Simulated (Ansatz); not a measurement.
Compare A (`C[Si@@H]1N[C@H]1F`) with its isomer B (`C=NC(F)[SiH3]`).

Gas-phase electronic energies from Ansatz, PBE0-D4/def2-TZVP geometries. CBS: MP2 limit from def2 TZ/QZ plus the TZ coupled-cluster correction, frozen cores. Functionals use def2-TZVPP. Each species was taken in one conformer, which may not be the lowest.

(1) Which isomer does CCSD(T)/CBS put lower? Give the gap. (Estimate.)

(2) Give E(B) − E(A) in kJ/mol with HF/def2-TZVPP, BLYP-D4, MP2/def2-TZVPP, CCSD(T)/def2-TZVPP, PBE0-D4, CCSD/def2-TZVPP, CCSD(T)/def2-SVP. (Estimate.)

(3) Does the order hold for the free energy at 298.15 K (harmonic terms from PBE0-D4)? (Best estimate.)

Largest T1 diagnostic: 0.013.

## Answers

(1) Computed: A, by 57.3 kJ/mol.

(2) The calculation gave: HF/def2-TZVPP 28.2, BLYP-D4 38.4, MP2/def2-TZVPP 65.3, CCSD(T)/def2-TZVPP 49.3, PBE0-D4 70.6, CCSD/def2-TZVPP 49.8, CCSD(T)/def2-SVP 15.7. None reverses the order clearly.

(3) Computed: Yes: G(B) − G(A) = +47.0 kJ/mol, for one conformer each.

At CCSD(T), def2-SVP lies −41.6 kJ/mol from the extrapolated value and def2-TZVPP −7.9 kJ/mol. From PBE to PBE0 (25 % exact exchange), in def2-TZVPP and without D4, E(B) − E(A) moves by +6.7 kJ/mol.
